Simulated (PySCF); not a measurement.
## Magnetisability: SMILES C#Cc1ncco1, C5H3NO

Geometry (Å), atoms numbered from 1 in this order:
```xyz
10

C     2.083   -2.007   -0.575
C     1.210   -1.218   -0.340
C     0.196   -0.283   -0.066
N    -1.067   -0.544    0.119
C    -1.648    0.663    0.349
C    -0.689    1.628    0.293
O     0.489    1.033    0.028
H     2.837   -2.708   -0.780
H    -2.698    0.748    0.536
H    -0.703    2.692    0.412
```

Computed, not measured: GIAO HF/aug-pcSseg-1 magnetisability, rotational g tensor and spin-rotation constants, non-relativistic, gas phase in PySCF. Geometry: GFN2-xTB.

Task: What are the magnetisability and the molar susceptibility?

Result: Isotropic -936 × 10⁻³⁰ J/T², or -56.3 × 10⁻⁶ cm³/mol; principal values -1327, -791, -690 × 10⁻³⁰ J/T², anisotropy 593 × 10⁻³⁰ J/T² (root of half the summed squared differences of the principal values). The susceptibility is in cgs units.

Task: Split it along the inertial axes a, b, c into diamagnetic and paramagnetic parts about the centre of mass, with the quadrupole moment.

Result: 
```
axis  χ (10⁻⁶ cm³/mol)  diamagnetic (10⁻⁶ cm³/mol)  paramagnetic (10⁻⁶ cm³/mol)  summed x² of all electrons (Å²)  quadrupole Θ (D Å)
   a             -47.6                      -193.6                        146.1                            140.0              +17.51
   b             -41.6                      -631.2                        589.7                             36.8               -9.39
   c             -79.9                      -750.2                        670.3                              8.8               -8.12
```
Anisotropies 2χaa − χbb − χcc = +26.3 and 2χbb − χaa − χcc = +44.3 × 10⁻⁶ cm³/mol. Θ is traceless in Buckingham's convention.

Task: And the rotational g tensor?

Result: 
```
axis  rotational constant (GHz)        g  nuclear part  electronic part
   a                     9.7423  -0.1274        0.5411          -0.6685
   b                     2.0936  -0.0177        0.5623          -0.5800
   c                     1.7233  +0.0159        0.5585          -0.5426
```
Asymmetric top; isotopes 12C, 1H, 14N, 16O; no vibrational averaging.
